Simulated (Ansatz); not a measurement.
C3H7FSn, SMILES `F[CH]1C[CH2][SnH2]1`. Total charge 0; spin multiplicity 1. Correlated methods include outer-core shells of Sn, which these sets cover unevenly. Sn: def2 effective core potential.

Cartesian coordinates in Å:
```
F -0.308 1.335 2.026
C 0.298 0.751 0.938
C 0.045 -0.755 0.827
C 0.162 -1.060 -0.677
Sn -0.410 0.987 -1.124
H 1.367 0.982 0.990
H -0.982 -0.938 1.159
H 0.704 -1.358 1.462
H 1.190 -1.241 -0.994
H -0.465 -1.877 -1.028
H -2.083 1.259 -1.328
H 0.481 1.915 -2.250
```

Give the diagnostics of a CCSD(T)/def2-TZVPP run (frozen core, Ansatz 0.2.0). (An estimate is asked.)

Ansatz gave: T1 = 0.0125, largest single amplitude 0.023, largest double 0.027, (T) share of the correlation energy 3.5 %, 10 CCSD cycles. The RHF solution is stable towards an unrestricted one. T1 lies under the customary mark of 0.02 for closed shells.
